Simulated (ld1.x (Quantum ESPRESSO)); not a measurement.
# Building the PAW potential for europium (Eu) (PBE, scalar-relativistic).

Eu, PAW, made with ld1.x (Quantum ESPRESSO) 7.5 (PBE, scalar-relativistic). Core [Kr] 4d10 4f7, reference 5s2 5p6 5d0 6s2 6p0. Waves: 5s (bound): rcut 1.75, rcutus 1.85 bohr; 6s (bound): rcut 1.75, rcutus 1.85 bohr; 5p (bound): rcut 2.30, rcutus 3.15 bohr; 6p (bound, empty): rcut 2.30, rcutus 3.15 bohr; 5d (bound, empty): rcut 1.70, rcutus 2.35 bohr; 5d channel at 4.85 Ry: rcut 1.70, rcutus 2.35 bohr. Local part: all-electron potential smoothed inside 1.45 bohr (lloc = -1). Core correction: Bessel-smoothed model core inside 1.75 bohr. Augmentation charge: BESSEL, radius 1.30 bohr.

Task: Does the generator finish with these settings?

Result: Yes, a potential is produced and its reference levels are reproduced.

Task: Is the overlap operator S = 1 + Σ q|β⟩⟨β| positive definite (Bessel basis up to 400 Ry)?

Result: No: its lowest eigenvalue is -0.814, in the p channel, so the generalised eigenproblem breaks down once the basis is large enough.

Its largest configuration-test error is -83 meV (5s2 5p6 5d0 6s0 6p0). Test run stopped at test 4 of 7 (negative rho).

The ghost test of this file was not conclusive. Its overlap operator is not positive definite in a basis up to 400 Ry (lowest eigenvalue p -0.81), so the file is unfit for use: the generalised eigenproblem breaks down once the basis is large enough, and its test numbers describe a broken file.
